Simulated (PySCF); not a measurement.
Vertical excitations of a molecule C4H10O from PySCF with TDDFT-PBE/def2-SVPD, as energy in eV (oscillator strength): 6.15 (0.000), 6.47 (0.002), 7.02 (0.017), 7.38 (0.026), 7.44 (0.001), 7.57 (0.002), 7.63 (0.006), 7.95 (0.000), 7.97 (0.024), 7.99 (0.030). Lowest triplet (TDA): 5.91 eV. Geometry optimised at PBE0-D3(BJ)/def2-SVP. The values are those of a single conformer.

**Question.** Pick the molecule that these values belong to.
A) CC[C@H](C)O
B) CCCCO
C) CCOCC
D) CC(C)(C)O

**Answer.** B, CCCCO
